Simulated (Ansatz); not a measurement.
Reaction (redistribution): `[CH3][Al]([CH3])[GaH2]` + `[F][Al]([Cl])[O][SiH3]` → `[CH3][Al]([CH3])[F]` + `[SiH3][O][Al]([Cl])[GaH2]`

Isolated molecules relaxed with PBE0-D4/def2-TZVP in Ansatz; ΔE leaves out vibrations. CCSD(T)/CBS adds triple-zeta CCSD(T) − MP2 to the extrapolated MP2 energy (def2 sets, frozen cores). DFT in def2-TZVPP. For Ga outer-core shells are correlated without core-valence functions, which leaves a few kJ/mol of doubt a bond. Scalar relativity is left out up to krypton. One conformer a species, not always the lowest.

```tsv
level	ΔE (kJ/mol)
r2SCANh-D4	-32.6
B2PLYP	-35.7
```

Task: What does CCSD(T)/CBS give? (An estimate is asked.)

Result: Ansatz gave: -32.5 kJ/mol. The listed levels differ from it by -0.1, -3.2 kJ/mol.

Largest T1 diagnostic among the species: 0.013.

Leaving LDA and LC-ωPBE aside and taking each functional with its dispersion term where it has one, the values, not all of them listed here, spread over 5.7 kJ/mol, from BLYP-D4 to r2SCAN0-D4. From BLYP to BHLYP (50 % exact exchange), in def2-TZVPP and without D4, ΔE moves by +3.1 kJ/mol.

CCSD(T)/CBS has its own doubt, a few kJ/mol and more with outer-core shells, so smaller differences from it don't rank the levels.
